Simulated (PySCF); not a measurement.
Electron correlation in Br²⁺ (bromine, charge +2)

[Ar] 3d10 4s1 4p4, high-spin 4P determinant (an excited configuration). Computed with PySCF 2.14 in aug-cc-pVTZ-PP with ECP10MDF (6s5p4d2f, 55 functions), with a scalar-relativistic core potential. Frozen: 3s2 3p6 3d10; 5 electrons correlated.

```csv
level,correlation energy (mhartree)
CCSD,-113.83
(T),-6.16
CCSD(T),-119.99
```

Diagnostics: T1 = 0.012, D1 = 0.0283, largest double amplitude 0.192.

A double-excitation amplitude exceeds 0.15, a sign of near-degeneracy.

Cost of the coupled-cluster step: roughly 1.8 core-seconds, for 5 correlated electrons.

Iterations:

```
CC2 = 0
CCSD nocc = (np.int64(4), np.int64(1)), nmo = (46, 46)
frozen orbitals [[0, 1, 2, 3, 4, 5, 6, 7, 8], [0, 1, 2, 3, 4, 5, 6, 7, 8]]
max_cycle = 100
direct = 0
conv_tol = 1e-08
conv_tol_normt = 1e-06
diis_space = 8
diis_start_cycle = 0
Init t2, MP2 energy = -0.0815474168550439
Init E_corr(UCCSD) = -0.0815474168599973
cycle = 1  E_corr(UCCSD) = -0.0983682832096069  dE = -0.0168208663  norm(t1,t2) = 0.0755068
cycle = 2  E_corr(UCCSD) = -0.104566489942338  dE = -0.00619820673  norm(t1,t2) = 0.0464058
cycle = 3  E_corr(UCCSD) = -0.113994544972133  dE = -0.00942805503  norm(t1,t2) = 0.0310849
cycle = 4  E_corr(UCCSD) = -0.113523370814531  dE = 0.000471174158  norm(t1,t2) = 0.00457393
cycle = 5  E_corr(UCCSD) = -0.114023619513578  dE = -0.000500248699  norm(t1,t2) = 0.00166215
cycle = 6  E_corr(UCCSD) = -0.113798201949195  dE = 0.000225417564  norm(t1,t2) = 0.000833976
cycle = 7  E_corr(UCCSD) = -0.113813903848129  dE = -1.57018989e-05  norm(t1,t2) = 0.000375125
cycle = 8  E_corr(UCCSD) = -0.113840555861184  dE = -2.66520131e-05  norm(t1,t2) = 0.000126861
cycle = 9  E_corr(UCCSD) = -0.113831051596605  dE = 9.50426458e-06  norm(t1,t2) = 4.12406e-05
cycle = 10  E_corr(UCCSD) = -0.113833084823994  dE = -2.03322739e-06  norm(t1,t2) = 1.63864e-05
cycle = 11  E_corr(UCCSD) = -0.113832918052336  dE = 1.66771658e-07  norm(t1,t2) = 6.49109e-06
cycle = 12  E_corr(UCCSD) = -0.11383284766331  dE = 7.03890256e-08  norm(t1,t2) = 1.81614e-06
cycle = 13  E_corr(UCCSD) = -0.113832874643956  dE = -2.69806452e-08  norm(t1,t2) = 4.73724e-07
cycle = 14  E_corr(UCCSD) = -0.113832872424099  dE = 2.21985656e-09  norm(t1,t2) = 9.17784e-08
UCCSD converged
E(UCCSD) = -413.9838454827556  E_corr = -0.113832872424099
UCCSD(T) correction = -0.00615833469339086
```
